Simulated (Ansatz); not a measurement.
Molecule: sum formula H5BPO2, net charge 1, singlet state. It need not be the lowest isomer of its formula. SMILES: OB([OH2+])P
Structure (B3LYP-D3(BJ)/def2-TZVP (Ansatz, a quantum-chemistry and plane-wave program) minimum search):
```xyz
9

O     -1.4351    -0.7117    -0.5982
B     -0.4139    -0.0309    -0.1092
O     -0.9849     1.2285     0.4845
P      1.4417    -0.3875     0.1624
H     -1.2921    -1.5698    -1.0159
H     -1.9465     1.3932     0.4443
H     -0.4622     1.9584     0.8536
H      1.6327    -0.8837    -1.1484
H      1.8707     0.9345    -0.1143
```
Charge +1, spin multiplicity 1.

Parts of the frozen-core correlation energy in cc-pVTZ (Ansatz, hartree). Frozen orbitals: 8; correlated occupied orbitals by spin: 12 and 12; virtual: 174 and 174. No spin-orbit coupling. No relativistic terms.

```csv
term,value
reference (HF),-517.97294
MP2 opposite-spin,-0.55563
MP2 same-spin,-0.17438
CCSD correlation,-0.76238
(T),-0.02850
T1 diagnostic,0.014
largest doubles amplitude,0.045
```
